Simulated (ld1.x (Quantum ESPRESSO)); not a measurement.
# Pb (Z = 82), TM: configuration errors across variants

ld1.x (Quantum ESPRESSO) 7.5 input, shortened:

```
&input
   title='Pb', zed=82., rel=1, dft='PZ', iswitch=3,
   config='[Xe] 4f14 5d10 6s2 6p2 6d-2'
 /
 &inputp
   pseudotype=2, tm=.true., lloc=0,
   nlcc=.false.
 /
3
6P  2  1   2.00   0.00  2.45  2.45  0.0
6D  3  2  -2.00  -0.20  2.40  2.40  0.0
6S  1  0   2.00   0.00  1.95  1.95  0.0
 &test
   configts(1)='6s2 6p2'
 /
```

All-electron excitation energies from the reference (eV): (1) 6s2 6p1 6.833; (2) 6s2 6p0 20.595; (3) 6s1 6p0 53.472; (4) 6s2 6p2.3 -0.859; (5) 6s0 6p4 18.035; (6) 6s1 6p2 16.431; (7) 6s1 6p3 8.821; (8) 6s2 6p2 spin -0.452; (9) 6s2 6p1 spin 6.687.

Spin tests fill each open shell by Hund’s rule, majority spin first.

A true bound ghost makes a file unfit for plane-wave use even where its test errors are small: the radial tests pick states by their node count and pass the ghost by.

Errors AE − PS in meV (a dash: test not solved or not reliable):

| change | (1) | (2) | (3) | (4) | (5) | (6) | (7) | (8) | (9) | bound ghosts |
| --- | --- | --- | --- | --- | --- | --- | --- | --- | --- | --- |
| base | +8.0 | +68 | +274 | +0.8 | +100 | +11 | +17 | +89 | +46 | d |
| core correction a·sin(br)/r model core inside 1.10 bohr | -17 | -116 | -595 | 0.0 | -139 | -85 | -36 | -3.5 | -19 | d |
| core correction a·sin(br)/r model core inside 1.38 bohr | -17 | -116 | -595 | 0.0 | -139 | -85 | -36 | -3.5 | -19 | d |
| core correction a·sin(br)/r model core inside 1.54 bohr | -17 | -116 | -594 | 0.0 | -137 | -84 | -36 | -3.3 | -19 | d |
| core correction a·sin(br)/r model core inside 1.78 bohr | -17 | -116 | -587 | 0.0 | -130 | -82 | -34 | -2.6 | -19 | d |
| core correction a·sin(br)/r model core inside 2.12 bohr | -17 | -114 | -546 | +0.1 | -104 | -73 | -28 | +1.9 | -17 | d |
| core correction a·sin(br)/r model core inside 2.38 bohr | -16 | -107 | -474 | +0.1 | -71 | -61 | -20 | +9.9 | -12 | d |

(1) Give the same row for: core correction a·sin(br)/r model core inside 0.92 bohr.

Results:

(1) -17, -116, -595, 0.0, -139, -85, -36, -3.5, -19; bound ghosts: d.
